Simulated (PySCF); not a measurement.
Cartesian coordinates (Å):
SMILES: C[N]C
```xyz
9

C     -1.1830    -0.0191    -0.1363
N      0.0077     0.6063    -0.6237
C      1.1841     0.1238     0.0319
H     -2.0839     0.3720    -0.6510
H     -1.3159     0.1313     0.9670
H     -1.1576    -1.1318    -0.2736
H      1.3185    -0.9802    -0.1131
H      1.1364     0.2639     1.1435
H      2.0937     0.6338    -0.3447
```
Charge 0, spin multiplicity 2.

What highest occupied spin orbital, total energy and dipole moment does TPSSh-D3(BJ)/def2-TZVP // PBE-D3(BJ)/def2-SVP (PySCF 2.14.0) give?


highest occupied spin orbital: -6.41 eV
total energy: -134.5733 Ha
dipole moment: 1.70 D
